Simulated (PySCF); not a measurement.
Compound: C₃H₉BO₃Si.
Atom-mapped SMILES: `[OH:1][B:2]([OH:3])[C@H:4]1[CH2:5][O:6][SiH2:7][CH2:8]1` (hydrogens: H9 on O1; H10 on O3; H11 on C4; H12, H13 on C5; H14, H15 on Si7; H16, H17 on C8)

Computed with PBE0-D3(BJ)/def2-SVP geometry optimisation, gas phase (PySCF).

(1) What internal coordinates does the optimisation give?

## Answers

(1) 
| bond | length (Å) |
| --- | --- |
| O1–B2, B2–O3 | 1.366 |
| B2–C4 | 1.577 |
| C4–C5 | 1.532 |
| C5–O6 | 1.418 |
| O6–Si7 | 1.679 |
| Si7–C8 | 1.889 |
| C4–C8 | 1.553 |
| O1–H9, O3–H10 | 0.962 |
| C4–H11 | 1.104 |
| C5–H12 | 1.102 |
| C5–H13 | 1.106 |
| Si7–H14 | 1.494 |
| Si7–H15 | 1.494 |
| C8–H16 | 1.104 |
| C8–H17 | 1.100 |

Bonds in one row agree within 0.01 Å and their mean is given. A selection of angles:
| angle | degrees |
| --- | --- |
| O1–B2–O3 | 123.8 |
| O1–B2–C4 | 118.0 |
| B2–C4–C5 | 115.2 |
| B2–C4–C8 | 109.9 |
| C5–C4–C8 | 106.7 |
| C4–C5–O6 | 109.6 |
| C5–O6–Si7 | 112.2 |
| O6–Si7–C8 | 95.9 |
| C4–C8–Si7 | 100.5 |
| H9–O1–B2 | 115.8 |
| H10–O3–B2 | 115.4 |

Torsions: O1–B2–C4–C5 -40° (synclinal); B2–C4–C5–O6 164° (antiperiplanar); C4–C5–O6–Si7 -26° (synperiplanar); C5–O6–Si7–C8 3° (synperiplanar); O6–Si7–C8–C4 20° (synperiplanar); B2–C4–C8–Si7 -161° (antiperiplanar); H9–O1–B2–O3 1° (synperiplanar); H10–O3–B2–O1 -1° (synperiplanar).

O1 (boron-bound oxygen) is bent (angle 115.8°). Si7 (oxygen-bound silicon) has angles from 95.9° to 115.0°. O6 (silyl ether oxygen) is bent (angle 112.2°). B2 (three-coordinate boron) is planar (angles 123.8°, 118.2° and 118.0°, sum 360.0°, 0.02 Å off the plane of its three neighbours). The 2 C–C bonds span 1.532 Å (C4–C5, drawn single) to 1.553 Å (C4–C8, drawn single), a spread of 0.021 Å. The 5-membered ring C4–C5–O6–Si7–C8 has internal angles of 95.9° to 112.2° (sum 525°, against 540° for a flat polygon); it is puckered, 0.17 Å rms from its mean plane, widest ring torsion 41°. Of the pairs four or more bonds apart, O1···H13 is among the closest relative to their van der Waals radii: 2.60 Å, 96 % of the sum of Bondi's values.

Point group: C1 (no symmetry element, even within 0.4 Å). No frequency check. The numbers are those of one conformer (H–O1–B2–O3 1°, O1–B2–O3–H -1°, O1–B2–C4–C5 -40°, B2–C4–C5–O6 164°, C4–C5–O6–Si7 -26°, C5–O6–Si7–C8 3°, O6–Si7–C8–C4 20°).

Time: 70 s; peak memory 0.66 GiB. Hardware: one thread of an Arm Neoverse V2, no GPU, shared host with 32 logical CPUs at a one-minute load of 10. This is the geometry optimisation.
